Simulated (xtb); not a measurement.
C5H10Si, SMILES C=C[SiH2]/C=C/C. All values are semi-empirical tight-binding results from xtb (GFN2-xTB unless named), good for trends rather than for accurate numbers. The structure is a stationary point at GFN2-xTB. The structure was generated by enumeration; whether it is a known compound was not checked. Other conformers were not sampled.

Optimised geometry:

Bonds (Å): C1–C2 1.323, C1–H7 1.078, C1–H8 1.080, C2–Si3 1.886, C2–H9 1.085, Si3–C4 1.880, Si3–H10 1.469, Si3–H11 1.469, C4–C5 1.327, C4–H12 1.085, C5–C6 1.492, C5–H13 1.083, C6–H14 1.090, C6–H15 1.088, C6–H16 1.090. Angles (°): C2–C1–H7 121.6, C2–C1–H8 122.8, H7–C1–H8 115.6, C1–C2–Si3 125.2, C1–C2–H9 118.0, Si3–C2–H9 116.8, C2–Si3–C4 108.2, C2–Si3–H10 109.2, C2–Si3–H11 109.6, C4–Si3–H10 109.9, C4–Si3–H11 109.9, H10–Si3–H11 110.1, Si3–C4–C5 125.2, Si3–C4–H12 117.2, C5–C4–H12 117.6, C4–C5–C6 125.2, C4–C5–H13 119.8, C6–C5–H13 114.9, C5–C6–H14 110.2, C5–C6–H15 111.2, C5–C6–H16 110.2, H14–C6–H15 108.9, H14–C6–H16 107.5, H15–C6–H16 108.9.

| Quantity | Value |
|---|---|
| orbital gap | 4.27 eV |
| dipole moment | 0.79 D |
| zero-point energy | 79.2 kcal/mol |
| G − E(el) at 298.15 K (modified RRHO) | 58.1 kcal/mol |
| static polarisability (D4 model) | 89.5 bohr³ |
| solvation energy, GFN2-xTB/ALPB(water) | -0.4 kcal/mol |
| solvation energy, GFN2-xTB/ALPB(thf) | -6.0 kcal/mol |

### Question
Give the atomic charges and the Wiberg bond orders between heavy atoms. (Estimate from the structure and the level; the computed values follow.)

### Answer
charges (e) C1 -0.08, C2 -0.13, Si3 0.44, C4 -0.15, C5 -0.03, C6 -0.10, H7 0.03, H8 0.03, H9 0.02, H10 -0.10, H11 -0.10, H12 0.02, H13 0.02, H14 0.04, H15 0.04, H16 0.04. Bond orders C1–C2 2.00, C2–Si3 0.90, Si3–C4 0.91, C4–C5 1.94, C5–C6 1.04.
